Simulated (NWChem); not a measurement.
CH3FSSe; SMILES CS[Se]F

```xyz
7

Se     0.3712    -0.8175     0.1229
F     -1.2203    -1.5380    -0.2967
S      0.2117     1.2096    -0.6184
C     -0.6179     2.1401     0.7375
H     -1.6273     1.7567     0.8949
H     -0.6713     3.1812     0.4038
H     -0.0383     2.0804     1.6605
```
Atoms are numbered in this order, from 1.

Coordinates come from a B3LYP/6-31G* (spherical d) optimisation.

Spin-orbit effects, on the heavy nuclei and on their neighbours, are missing.

Q: Give the principal values of the shielding tensors (ppm) of Se1, F2, S3, C4 from B3LYP/6-31G* (spherical d), GIAO (NWChem), with their diamagnetic and paramagnetic parts as GIAO splits them.

A: 
```csv
atom,σ11,σ22,σ33,isotropic,diamagnetic,paramagnetic
Se1,-1608.1,-84.7,1244.8,-149.3,2994.8,-3144.1
F2,219.0,364.3,890.0,491.1,472.1,19.0
S3,-0.2,352.9,593.0,315.2,1054.2,-738.9
C4,134.6,155.7,191.6,160.6,253.3,-92.7
```
